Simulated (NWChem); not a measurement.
System: Si₂H₅O₂F; SMILES O[SiH](O)[SiH2]F

```xyz
10

O      1.5548     1.1272    -0.5498
Si     0.1588     0.7774     0.2875
O     -1.1243     1.7310    -0.1736
Si    -0.5511    -1.3681    -0.3078
F      0.5595    -2.4430     0.2261
H      2.2366     1.6230    -0.0883
H      0.4453     0.9518     1.7498
H     -1.0865     2.6742     0.0118
H     -0.6708    -1.5171    -1.7877
H     -1.8561    -1.7137     0.3293
```
Atoms are numbered in this order, from 1.

Program: NWChem. All runs use the structure optimised with PBE0/def2-SVP. Level: B3LYP/def2-SVP with SMD (1 M gas to 1 M solution), gas-phase geometry. Reactions with the solvent are ignored.

Task: Order these by “dipole in solution (D)”, lowest first: water; anisole; dichloromethane; tetrahydrofuran.

Result: anisole (3.70), tetrahydrofuran (3.77), dichloromethane (3.86), water (4.06)
